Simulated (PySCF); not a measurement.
# IrH₂: map over both bonds

Computed with UPBE0 in PySCF with Ir def2-TZVP with ECP60, H def2-TZVP; scalar-relativistic core potentials, no spin–orbit coupling; density-fitted integrals.

Rigid scan from the doublet minimum (Ir–H 1.539 Å (×2); H–Ir–H 89.8°). Coordinate: rows scale the first bond (Ir–H), columns the second (Ir–H). Energies in kJ/mol from the minimum.

**Question.** Give the energy map for rows 0.94, 0.97, 1.00, 1.04, 1.09, 1.15 and columns 0.94, 0.97, 1.00, 1.04, 1.09, 1.15.

**Answer.** 
| scale \ scale | 0.94 | 0.97 | 1.00 | 1.04 | 1.09 | 1.15 |
| --- | --- | --- | --- | --- | --- | --- |
| 0.94 | 20.6 | 12.6 | 10.1 | 13.5 | 25.6 | 48.1 |
| 0.97 | 12.6 | 4.8 | 2.3 | 5.8 | 18.0 | 40.6 |
| 1.00 | 10.1 | 2.3 | 0.0 | 3.5 | 15.9 | 38.5 |
| 1.04 | 13.5 | 5.8 | 3.5 | 7.2 | 19.6 | 42.4 |
| 1.09 | 25.6 | 18.0 | 15.9 | 19.6 | 32.2 | 55.2 |
| 1.15 | 48.1 | 40.6 | 38.5 | 42.4 | 55.2 | 78.3 |

**Question.** And the size of the dipole moment (D) on the same grid?

**Answer.** 
```tsv
scale \ scale	0.94	0.97	1.00	1.04	1.09	1.15
0.94	1.77	1.79	1.81	1.84	1.87	1.91
0.97	1.79	1.81	1.83	1.85	1.88	1.92
1.00	1.81	1.83	1.84	1.87	1.90	1.93
1.04	1.84	1.85	1.87	1.89	1.91	1.95
1.09	1.87	1.88	1.90	1.91	1.94	1.97
1.15	1.91	1.92	1.93	1.95	1.97	1.99
```

Open d and f shells are described by one determinant, and the ground state may have another occupation or spin. No spin–orbit coupling is included, which matters more the heavier the element.

Other isomers or separated fragments may lie lower.

The scan took about 90 core-seconds on a shared host.
